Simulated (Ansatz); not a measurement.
Program: Ansatz. Geometries: PBE0-D4/def2-TZVP. ΔE: electronic, gas phase. CBS: MP2 limit from def2 TZ/QZ plus the TZ coupled-cluster correction, frozen cores. This one scheme is used for every species. DFT in def2-TZVPP. B3LYP here is the variant with VWN-RPA as its local correlation; programs differ in this. For Ge outer-core shells are correlated without core-valence functions, which leaves a few kJ/mol of doubt a bond. Scalar relativity is left out up to krypton. One conformer a species, not always the lowest.

Reaction (ligand exchange at a Ge–C bond): `[CH3][GeH2][F]` + `N=C[SiH3]` → `[F][GeH2]/[N]=C/[SiH3]` + CH₄

| level | ΔE (kJ/mol) |
| --- | --- |
| r2SCAN-D4 | -28.0 |
| B3LYP-D4 | -29.9 |
| ωB97M-V | -23.3 |
| r2SCAN | -27.1 |
| HF/def2-TZVPP | -24.6 |
| MP2/def2-TZVPP | -27.2 |
| SCS-MP2/def2-TZVPP | -26.7 |
| CCSD/CBS(def2) | -21.6 |

**Question.** What does CCSD(T)/CBS give? (An estimate is asked.)

**Answer.** Ansatz gave: -23.6 kJ/mol. The listed levels differ from it by -4.4, -6.3, 0.3, -3.5, -1.0, -3.6, -3.1, 2.0 kJ/mol.

Largest T1 diagnostic among the species: 0.013.

The D4 term adds −4.4 kJ/mol with B3LYP and −2.6 kJ/mol with PBE0; it sums over pairs of atoms, weighted by their polarisabilities, and B3LYP, whose exchange is more repulsive, gets the larger term.
